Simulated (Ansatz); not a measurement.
Ansatz (a first-principles code) input:

Ansatz 0.2 input:
```yaml
crystal:
  periodic: [false, false, false]
  atoms:
    - {symbol: Ge, position_ang: [-0.00117794, -0.00066181, 0.04572453]}
    - {symbol: H, position_ang: [-0.00593603, -1.32670919, -0.75158690]}
    - {symbol: H, position_ang: [0.04363002, 1.34788725, -0.71159804]}
basis:
  gaussian:
    orbitals: def2-TZVP
hamiltonian:
  xc: b3lyp
  dispersion: d3bj
magnetization: {spin_polarized: true, initial_magnetization: 2}
phonons: {temperatures: {t_min: 298.15, t_max: 298.15, t_step: 100}}
```

Q: Which total energy does the run end on?

A: -2078.15582 Eh (B3LYP-D3(BJ)/def2-TZVP). The basis has 60 functions.

This is an excited triplet: at this geometry the singlet lies 0.53 eV lower at CCSD(T)/CBS(aug-cc-pVTZ,aug-cc-pVQZ).
